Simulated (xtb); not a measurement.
C4H5 (SMILES C1[C@]2C[C@H]12), doublet, at a GFN2-xTB geometry; GFN1-xTB run with xtb 6.7.1.

Input for xtb:
```
$ xtb mol.xyz --gfn 1 --uhf 1 --json

# file mol.xyz
9

C      0.03643608     1.13523166     0.30091216
C      0.06332066    -1.14075396     0.27440395
C      0.78434756     0.01305905    -0.32576129
C     -0.65722656    -0.00261496    -0.44203833
H     -0.05911017     1.19718400     1.38170604
H      0.07077611     2.09485536    -0.19578110
H     -0.03043843    -1.23009773     1.35343571
H      0.12017894    -2.08747192    -0.24449230
H     -1.46267287    -0.00400040    -1.13996730
```

### Question
Predict the main parts of the log of this xtb run.

### Answer

```
   ID    Z sym.   atoms
    1    6 C      1-4
    2    1 H      5-9

           -------------------------------------------------
          |                Calculation Setup                |
           -------------------------------------------------

           -------------------------------------------------
          |                 G F N 1 - x T B                 |
           -------------------------------------------------

          ...................................................
          :                      SETUP                      :
          :.................................................:
          :  # basis functions                  26          :
          :  # atomic orbitals                  26          :
          :  # shells                           18          :
          :  # electrons                        21          :
          :  # halogen bonds                     0          :
          :  max. iterations                   250          :
          :  Hamiltonian                  GFN1-xTB          :
          :  restarted?                      false          :
          :  GBSA solvation                  false          :
          :  PC potential                    false          :
          :  electronic temp.          300.0000000     K    :
          :  accuracy                    1.0000000          :
          :  -> integral cutoff          0.2500000E+02      :
          :  -> integral neglect         0.1000000E-07      :
          :  -> SCF convergence          0.1000000E-05 Eh   :
          :  -> wf. convergence          0.2000000E-04 e    :
          :  Broyden damping             0.4000000          :
          :  net charge                          0          :
          :  unpaired electrons                  1          :
          ...................................................

 iter      E             dE          RMSdq      gap      omega  full diag
   1    -11.1282039 -0.111282E+02  0.895E+00    6.10       0.0  T
   2    -11.1389420 -0.107381E-01  0.537E+00    6.17       1.0  T
   3    -11.1392640 -0.322023E-03  0.457E-01    6.20       1.0  T
   4    -11.1399421 -0.678109E-03  0.121E-01    6.17       1.0  T
   5    -11.1400075 -0.653947E-04  0.168E-02    6.18       2.0  T
   6    -11.1400089 -0.140499E-05  0.219E-03    6.18      15.2  T
   7    -11.1400089 -0.113866E-07  0.634E-04    6.18      52.6  T
   8    -11.1400089 -0.150039E-08  0.391E-05    6.18     851.9  T
   9    -11.1400089 -0.197176E-11  0.127E-05    6.18    2630.9  T

   *** convergence criteria satisfied after 9 iterations ***

         :::::::::::::::::::::::::::::::::::::::::::::::::::::
         ::                     SUMMARY                     ::
         :::::::::::::::::::::::::::::::::::::::::::::::::::::
         :: total energy             -10.971911353215 Eh    ::
         :: gradient norm              0.012339425744 Eh/a0 ::
         :: HOMO-LUMO gap              6.179096451552 eV    ::
         ::.................................................::
         :: SCC energy               -11.140008905236 Eh    ::
         :: -> electrostatic           0.000937489432 Eh    ::
         :: repulsion energy           0.170294780217 Eh    ::
         :: dispersion energy         -0.002197228196 Eh    ::
         :: halogen bond corr.         0.000000000000 Eh    ::
         :: add. restraining           0.000000000000 Eh    ::
         :: total charge              -0.000000000000 e     ::
         :::::::::::::::::::::::::::::::::::::::::::::::::::::

           -------------------------------------------------
          |                Property Printout                |
           -------------------------------------------------

    * Orbital Energies and Occupations

         #    Occupation            Energy/Eh            Energy/eV
      -------------------------------------------------------------
         1        2.0000           -0.6804440             -18.5158
         2        2.0000           -0.6312843             -17.1781
         3        2.0000           -0.6019652             -16.3803
         4        2.0000           -0.5815755             -15.8255
         5        2.0000           -0.5536823             -15.0665
         6        2.0000           -0.5320420             -14.4776
         7        2.0000           -0.4938579             -13.4386
         8        2.0000           -0.4882373             -13.2856
         9        2.0000           -0.4615613             -12.5597
        10        2.0000           -0.4185786             -11.3901
        11        1.0000           -0.3696711             -10.0593 (HOMO)
        12                         -0.1425934              -3.8802 (LUMO)
        13                         -0.1136305              -3.0920
        14                         -0.1109898              -3.0202
        15                         -0.0923249              -2.5123
        16                         -0.0701912              -1.9100
        17                         -0.0479776              -1.3055
        18                         -0.0206115              -0.5609
        19                          0.1470710               4.0020
        20                          0.1624077               4.4193
        21                          0.2278606               6.2004
        22                          0.3416263               9.2961
       ...                                ...                  ...
        26                          0.5194996              14.1363
      -------------------------------------------------------------
                  HL-Gap            0.2270776 Eh            6.1791 eV
             Fermi-level           -0.3251285 Eh           -8.8472 eV

  Mulliken/CM5 charges         n(s)   n(p)   n(d)
     1C    -0.02337 -0.12376   1.018  3.005  0.000
     2C    -0.02337 -0.12376   1.018  3.005  0.000
     3C    -0.07544 -0.08894   1.244  2.831  0.000
     4C    -0.01453 -0.07614   1.019  2.995  0.000
     5H     0.02073  0.07543   0.979  0.000  0.000
     6H     0.02474  0.07965   0.975  0.000  0.000
     7H     0.02073  0.07543   0.979  0.000  0.000
     8H     0.02474  0.07965   0.975  0.000  0.000
     9H     0.04577  0.10243   0.954  0.000  0.000

Wiberg/Mayer (AO) data.
largest (>0.10) Wiberg bond orders for each atom

 ---------------------------------------------------------------------------
     #   Z sym  total        # sym  WBO       # sym  WBO       # sym  WBO
 ---------------------------------------------------------------------------
     1   6 C    3.959 --     3 C    1.041     6 H    0.982     5 H    0.977
                             4 C    0.913
     2   6 C    3.959 --     3 C    1.041     8 H    0.982     7 H    0.977
                             4 C    0.913
     3   6 C    3.234 --     4 C    1.092     1 C    1.041     2 C    1.041
     4   6 C    3.913 --     3 C    1.092     9 H    0.969     2 C    0.913
                             1 C    0.913
     5   1 H    1.012 --     1 C    0.977
     6   1 H    1.015 --     1 C    0.982
     7   1 H    1.012 --     2 C    0.977
     8   1 H    1.015 --     2 C    0.982
     9   1 H    1.003 --     4 C    0.969
 ---------------------------------------------------------------------------

Topologies differ in total number of bonds
Writing topology from bond orders to xtbtopo.mol

 dipole moment from electron density (au)
     X       Y       Z
  -0.5058  -0.0066   0.0503  total (Debye):    1.292

           -------------------------------------------------
          | TOTAL ENERGY              -10.971911353215 Eh   |
          | GRADIENT NORM               0.012339425744 Eh/α |
          | HOMO-LUMO GAP               6.179096451552 eV   |
           -------------------------------------------------

normal termination of xtb
```
